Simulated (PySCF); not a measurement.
**Exercise with solution: oscillator strength and radiative lifetime**

ethynylcyclopropane (C5H6), SMILES C1C(C1)C#C.

Geometry optimised at B3LYP-D3(BJ)/def2-SVP.

PySCF with TDA-CAM-B3LYP/def2-SVPD puts the first singlet state with f over 0.02 at 7.20 eV (vertical), with the transition dipole (0.000, 0.000, 0.504) in atomic units.

Problem. Find the oscillator strength, the wavelength and the radiative lifetime that this transition would have in vacuum if emission retraced absorption.

Solution. 
|μ|² = 0.2540 au, so |μ| = 1.28 D. ΔE = 7.20/27.211 = 0.2646 hartree. f = (2/3) ΔE |μ|² = 0.045 (the program prints 0.045).
λ = 1239.84/7.20 = 172 nm; ν = 58072 cm⁻¹.
Einstein's coefficient A = 0.6670 ν² f s⁻¹ (ν in cm⁻¹) = 1.0e8 s⁻¹, so τ = 1/A = 9.9 ns. This state is S4; the lower singlets have f = 0.001, 0.016, 0.002. The figure is the radiative limit of this one transition; relaxation, internal conversion, crossing to triplets and a medium change what is measured.
